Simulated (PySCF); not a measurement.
MoO₂F, SMILES [O]=[Mo](=[O])[F] (connectivity only; charge and spin as stated), neutral, multiplicity 2.

Coordinates come from a B3LYP-D3(BJ)/def2-TZVP optimisation. A frequency run showed that this geometry is not a minimum. The spin state was assumed, not searched. The def2 effective core potentials stand for the cores of Mo; spin–orbit coupling is left out.

The numbers are results of PBE/def2-TZVPD (PySCF), not measurements.

Isolated molecule, no solvent.

Problem. Estimate the frontier levels, dipole moment and polarisability. (Estimate from the structure and the level; the computed values follow.)

Solution. 
- α spin, highest occupied and lowest empty level: -6.45 and -4.84 eV
- β spin, highest occupied and lowest empty level: -8.11 and -5.00 eV
- dipole moment: 1.03 D
- quadrupole, principal values (traceless, Buckingham form, about the centre of nuclear charge): -4.85, -2.90, 7.75 D·Å
- mean static polarisability: 45.3 bohr³ (6.71 Å³)
- polarisability, principal values: 39.8, 45.9, 50.1 bohr³
- ⟨S²⟩: 0.756 (pure state 0.75)
